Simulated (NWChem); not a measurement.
System: C2H5ClOSi; SMILES O1C[SiH](Cl)C1

Here is an NWChem input.

```
start job
memory heap 200 mb stack 900 mb global 1100 mb
geometry units angstroms noautoz
  Cl    -0.156134    -2.087709     0.000000
  Si     0.576333    -0.135622     0.000000
  C     -0.130792     1.201125    -1.145437
  O     -0.035131     2.099753     0.000000
  C     -0.130792     1.201125     1.145437
  H      2.057524    -0.227212     0.000000
  H      0.457216     1.596914    -1.977857
  H     -1.173244     1.064793    -1.465784
  H     -1.173244     1.064793     1.465784
  H      0.457216     1.596914     1.977857
end
basis spherical
  * library def2-tzvp
end
dft
  xc xpbe96 cpbe96
  iterations 150
  semidirect filesize 400000000
  mulliken
end
task dft energy
```

Coordinates come from a B3LYP/6-31G* (spherical d) optimisation.

Question: What results follow from this input? (PBE/def2-TZVP.) Quantities: energy (Ha); highest occupied level (eV); orbital gap (eV); dipole (D).

Answer: 
```json
{
  "energy (Ha)": "-903.71",
  "highest occupied level (eV)": "-5.98",
  "orbital gap (eV)": "5.39",
  "dipole (D)": "0.21"
}
```
